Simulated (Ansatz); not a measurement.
Two structures of ZnH$_{4}$O$_{2}$, singlet, reached by relaxing down either side of one saddle point (PBE0-D4/def2-TZVP). Energies are electronic, without zero-point energy. Ansatz 0.2.0; basis: def2-TZVPP and def2-QZVPP; cores frozen in the correlated methods. The 3s and 3p shells of Cu and Zn are frozen; filled d shells are correlated. Extrapolation: Hartree–Fock as exp(−7.88 √X), correlation as X^−2.97. First:

```
7
angstrom
Zn -0.0161 -0.3309 -1.0368
H -0.3132 0.0777 -2.4773
O 0.3239 -1.2173 0.5225
H -0.7676 1.7600 0.8134
O 0.0201 1.2958 0.5211
H 0.5804 -2.1377 0.5212
H 0.1726 0.5523 1.1360
```

Second:

Zn1  (0.107, -0.206, 0.452)
H2  (-0.346, 0.464, -1.906)
O3  (0.452, -1.717, -0.407)
H4  (-0.482, 1.123, -1.573)
O5  (-0.270, 1.367, 1.173)
H6  (0.647, -2.475, 0.146)
H7  (-0.109, 1.443, 2.115)
(Å)

**Question.** Which bonds change from the first to the second?

**Answer.** ZnH₂O ([OH][ZnH]) + H₂O → ZnH₂O₂ ([OH][Zn][OH]) + H₂; bonds formed: H2–H4; dative contacts that become bonds: Zn1–O5; bonds broken: Zn1–H2, H4–O5.

**Question.** Give the saddle point's structure and its height above each. (An estimate is asked for; the value comes from the calculation.)

**Answer.** By the calculation: 144.4 kJ/mol above the first and 108.2 kJ/mol above the second (CCSD(T) at an estimated basis limit (MP2 extrapolated from triple and quadruple zeta, plus CCSD(T) − MP2 in triple zeta)).
```
atom    x (Å)    y (Å)    z (Å)
 Zn1   0.2025  -0.3736  -0.0279
  H2  -0.5526   0.6806  -1.3453
  O3   0.7154  -2.0508   0.3065
  H4  -0.4800   1.2592  -0.5421
  O5   0.0144   1.4397   0.6432
  H6   0.6195  -2.6500  -0.4357
  H7  -0.5192   1.6947   1.4013
```

The T1 diagnostic stays at or below 0.017.

The step is the kind of ligand exchange by which a precursor binds to a hydroxyl group, or is hydrolysed, in atomic layer deposition of oxides.

Labels in which every atom is bracketed show which atoms are joined, not bond orders.

For scale, one of the runs: CCSD(T)/def2-TZVPP, 182 basis functions, launched by `ansatz run in.yaml --threads 4 --pin off --events-out ev --progress --plain --max-ram 9574MiB`. The run took 31 s on 4 CPU threads of an Arm Neoverse V2 (shared host), with 1.9 GiB of host memory at its peak.
